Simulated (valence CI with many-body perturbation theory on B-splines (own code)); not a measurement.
# Tm XXXVIII: calculated level list

Level of theory: valence CI with perturbative core correlation (CI+MBPT): four valence electrons over a frozen Dirac-Fock core [Ar] 3d10, radial functions for each j: 11 s, 11 p, 9 d, 7 f, 5 g, 2 h, 1 i, with the one-electron correlation potential Σ1 (screened to all orders), the two-electron term Σ2, the three-electron term Σ3, Breit, model QED; selected single and double excitations, second order for the rest (own B-spline code, finite nucleus).

The last digits are not significant, and no measured levels were compared; by estimate large intervals hold to a few tenths of a per cent, small ones and those within an open d or f shell to about a per cent.

Levels 46 to 69 of 69, with energies above the lowest level, (4s^2 4p1/2^2) J=0. "Leading %" is the weight of the configuration and term that name the level; weights of strongly mixed levels are sums over their largest components and can fall short. In the jj column 3d3/2^4 stands for four electrons in 3d with j = 3/2. Lifetimes count E1, E2, E3, M1 and M2 decay at the calculated energies, and are blank where another channel may lead or the interval is too uncertain; long ones can be off by a factor of two.

```
No.  Configuration  Term  J  E (× 10³ cm⁻¹)  Leading %                   Leading jj  Second component  Lifetime
 46        4s4p²4d    ³P  2          2891.2         28  4s 4p1/2 4p3/2 4d5/2 (77 %)   20 % 4s4p²4d ⁵D   4.87 ps
 47        4s4p²4d    ⁵P  1          2893.8         22  4s 4p1/2 4p3/2 4d3/2 (60 %)   17 % 4s4p²4d ¹P   2.00 ps
 48            4p⁴    ³P  1          2910.4         29  4s 4p1/2 4p3/2 4d3/2 (35 %)   26 % 4s4p²4d ³D   3.51 ps
 49        4s4p²4d    ³F  3          2932.2         30  4s 4p1/2 4p3/2 4d5/2 (73 %)   27 % 4s4p²4d ⁵D   3.64 ps
 50        4s4p²4d    ³F  2          2943.3         16  4s 4p1/2 4p3/2 4d3/2 (35 %)   16 % 4s²4p4f ³F   1.98 ps
 51        4s4p²4d    ¹D  2          2955.8         23  4s 4p1/2 4p3/2 4d5/2 (47 %)       16 % 4p⁴ ³P   2.51 ps
 52        4s4p²4d    ³D  3          2965.5         39  4s 4p1/2 4p3/2 4d5/2 (71 %)   15 % 4s²4p4f ³D   3.68 ps
 53        4s4p²4d    ³F  4          2965.8         20  4s 4p1/2 4p3/2 4d5/2 (56 %)   16 % 4s²4p4f ³G   5.52 ps
 54        4s4p²4d    ³D  1          2970.9         51  4s 4p1/2 4p3/2 4d3/2 (83 %)   17 % 4s4p²4d ³P    917 fs
 55        4s4p²4d    ³D  3          2997.1         46  4s 4p1/2 4p3/2 4d5/2 (74 %)   33 % 4s4p²4d ³F   2.59 ps
 56        4s4p²4d    ¹G  4          3000.4         52  4s 4p1/2 4p3/2 4d5/2 (84 %)   26 % 4s4p²4d ³F   10.5 ps
 57        4s4p²4d    ³P  0          3004.5         84  4s 4p1/2 4p3/2 4d3/2 (76 %)     6 % 4s²4d² ³P   1.07 ps
 58        4s²4p4f    ³G  3          3022.5         39      4s^2 4p1/2 4f5/2 (55 %)   18 % 4s4p²4d ¹F   1.57 ps
 59        4s4p²4d    ³D  1          3040.0         64  4s 4p1/2 4p3/2 4d5/2 (90 %)   13 % 4s4p²4d ¹P   2.99 ps
 60        4s4p²4d    ³P  2          3074.4         17  4s 4p1/2 4p3/2 4d5/2 (31 %)   16 % 4s4p²4d ³F   1.02 ps
 61        4s4p²4d    ³P  1          3085.6         38  4s 4p1/2 4p3/2 4d5/2 (92 %)   29 % 4s4p²4d ³S   1.96 ps
 62        4s4p²4d    ³D  2          3093.7         47  4s 4p1/2 4p3/2 4d5/2 (84 %)   19 % 4s4p²4d ¹D   1.89 ps
 63        4s4p²4d    ³G  3          3094.4         19  4s 4p1/2 4p3/2 4d5/2 (50 %)   15 % 4s²4p4f ³G   1.84 ps
 64        4s4p²4d    ¹S  0          3095.8         41  4s 4p1/2 4p3/2 4d5/2 (73 %)   41 % 4s4p²4d ³P   1.58 ps
 65        4s4p²4d    ³G  4          3100.5         22      4s^2 4p1/2 4f7/2 (55 %)   22 % 4s²4p4f ³G   2.28 ps
 66        4s4p²4d    ³F  2          3129.4         23  4s 4p1/2 4p3/2 4d5/2 (33 %)       22 % 4p⁴ ¹D   1.27 ps
 67        4s²4p4f    ³D  3          3138.7         19  4s 4p1/2 4p3/2 4d5/2 (50 %)   18 % 4s4p²4d ³F   1.20 ps
 68            4p⁴    ¹D  2          3155.9         18  4s 4p1/2 4p3/2 4d5/2 (50 %)   14 % 4s4p²4d ³D   1.11 ps
 69            4p⁴    ³P  1          3158.2         46         4p1/2 4p3/2^3 (46 %)   31 % 4s4p²4d ¹P    927 fs
```
